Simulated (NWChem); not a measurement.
System: C₄H₆O; SMILES C=C1COC1

Here is an NWChem input.

```
start job
memory heap 200 mb stack 900 mb global 1100 mb
geometry units angstroms noautosym nocenter noautoz
  C      0.000000     0.000000    -1.932405
  C      0.000000     0.000000    -0.595486
  C      0.000000     1.038330     0.505233
  O      0.000000     0.000000     1.513282
  C      0.000000    -1.038330     0.505233
  H      0.000000    -0.941420    -2.503669
  H      0.000000     0.941420    -2.503669
  H     -0.904527     1.689838     0.558661
  H      0.904527     1.689838     0.558661
  H      0.904527    -1.689838     0.558661
  H     -0.904527    -1.689838     0.558661
end
basis spherical
  C library 6-31g*
  O library 6-31g*
  H library 6-31g*
end
dft
  xc xpbe96 cpbe96
  iterations 150
end
property
  efieldgrad
end
task dft property
```

Output (shortened):

```
             Northwest Computational Chemistry Package (NWChem) 7.3.0
             --------------------------------------------------------

                             Geometry "geometry" -> ""
                             -------------------------

 Output coordinates in angstroms (scale by  1.889725989 to convert to a.u.)

  No.       Tag          Charge          X              Y              Z
 ---- ---------------- ---------- -------------- -------------- --------------
    1 C                    6.0000     0.00000000     0.00000000    -1.93240500
    2 C                    6.0000     0.00000000     0.00000000    -0.59548600
    3 C                    6.0000     0.00000000     1.03833000     0.50523300
    4 O                    8.0000     0.00000000     0.00000000     1.51328200
    5 C                    6.0000     0.00000000    -1.03833000     0.50523300
    6 H                    1.0000     0.00000000    -0.94142000    -2.50366900
    7 H                    1.0000     0.00000000     0.94142000    -2.50366900
    8 H                    1.0000    -0.90452700     1.68983800     0.55866100
    9 H                    1.0000     0.90452700     1.68983800     0.55866100
   10 H                    1.0000     0.90452700    -1.68983800     0.55866100
   11 H                    1.0000    -0.90452700    -1.68983800     0.55866100

 Effective nuclear repulsion energy (a.u.)     168.2141582599

  pbe96 is a nonlocal functional; adding pw91lda local functional.
                              NWChem Property Module
                              ----------------------

  itol2e modified to match energy
  convergence criterion.

                                 NWChem DFT Module
                                 -----------------

 Summary of "ao basis" -> "ao basis" (spherical)
 ------------------------------------------------------------------------------
       Tag                 Description            Shells   Functions and Types
 ---------------- ------------------------------  ------  ---------------------
 C                           6-31g*                  6       14   3s2p1d
 O                           6-31g*                  6       14   3s2p1d
 H                           6-31g*                  2        2   2s

  itol2e modified to match energy
  convergence criterion.

[...]

          -----------------------
          Electric field gradient
          -----------------------

 1 a.u. = 0.324123 10**(16) esu/cm**3  ( or statvolts/cm**2 ) = 0.97174 10**(22) v/m**2

 ------------------------------------------------------------
   Atom      X         Y         Z
 ------------------------------------------------------------
    1 C    0.00000   0.00000  -3.65172
 ------------------------------------------------------------

 Electric field gradient in molecular frame (a.u.)
         XX             YY             ZZ             XY             XZ             YZ
 ------------------------------------------------------------------------------------------
       -0.152762       0.043826       0.108937       0.000000      -0.000000       0.000000

 Principal components (a.u.) and orientation
 of principal axis w.r.t. absolute frame                      Asymmetry parameter eta
 --------------------------------------------------------------------------------------
       -0.152762       0.108937       0.043826                       0.426226

        1.000000      -0.000000       0.000000
       -0.000000       0.000000       1.000000
        0.000000       1.000000      -0.000000

 ------------------------------------------------------------
   Atom      X         Y         Z
 ------------------------------------------------------------
    2 C    0.00000   0.00000  -1.12531
 ------------------------------------------------------------

 Electric field gradient in molecular frame (a.u.)
         XX             YY             ZZ             XY             XZ             YZ
 ------------------------------------------------------------------------------------------
       -0.196526       0.021464       0.175062      -0.000000      -0.000000       0.000000

 Principal components (a.u.) and orientation
 of principal axis w.r.t. absolute frame                      Asymmetry parameter eta
 --------------------------------------------------------------------------------------
       -0.196526       0.175062       0.021464                       0.781567

        1.000000      -0.000000      -0.000000
        0.000000       0.000000       1.000000
        0.000000       1.000000      -0.000000

 ------------------------------------------------------------
   Atom      X         Y         Z
 ------------------------------------------------------------
    3 C    0.00000   1.96216   0.95475
 ------------------------------------------------------------

 Electric field gradient in molecular frame (a.u.)
         XX             YY             ZZ             XY             XZ             YZ
 ------------------------------------------------------------------------------------------
        0.174679      -0.028408      -0.146271       0.000000      -0.000000       0.207593

 Principal components (a.u.) and orientation
 of principal axis w.r.t. absolute frame                      Asymmetry parameter eta
 --------------------------------------------------------------------------------------
       -0.303135       0.174679       0.128456                       0.152484

        0.000000       1.000000      -0.000000
       -0.602873       0.000000       0.797837
        0.797837      -0.000000       0.602873

 ------------------------------------------------------------
   Atom      X         Y         Z
 ------------------------------------------------------------
    4 O    0.00000   0.00000   2.85969
 ------------------------------------------------------------

[...]
```

Level: PBE/6-31G* (spherical d). All runs use the structure optimised with PBE-D3(BJ)/def2-SVP. NWChem prints the field gradient with the sign opposite to the second derivative of the potential.
